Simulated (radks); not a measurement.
All-electron atom: Li in [He] 2s1 (the NIST ground configuration). Method: scalar-relativistic Kohn-Sham, PBE, spin-unpolarised, spherical densities, finite nucleus; Fermi nuclear charge, rms radius 2.444 fm; without spin polarisation the odd electron is poorly described; hard spherical wall at 6 bohr; computed with a radial shooting solver on a logarithmic mesh with Libxc functionals.

Unscreened Slater integrals over Kohn-Sham orbitals (eV). Empty in this configuration: 2p.

| integral | value |
|---|---|
| F0(2s,2s) | 8.1324 |
| F0(2s,1s) | 10.916 |
| G0(2s,1s) | 0.76859 |
| F0(2s,2p) | 8.1034 |
| G1(2s,2p) | 5.4975 |
| F0(1s,1s) | 44.330 |
| F0(1s,2p) | 10.553 |
| G1(1s,2p) | 0.74051 |
| F0(2p,2p) | 8.0987 |
| F2(2p,2p) | 4.2524 |
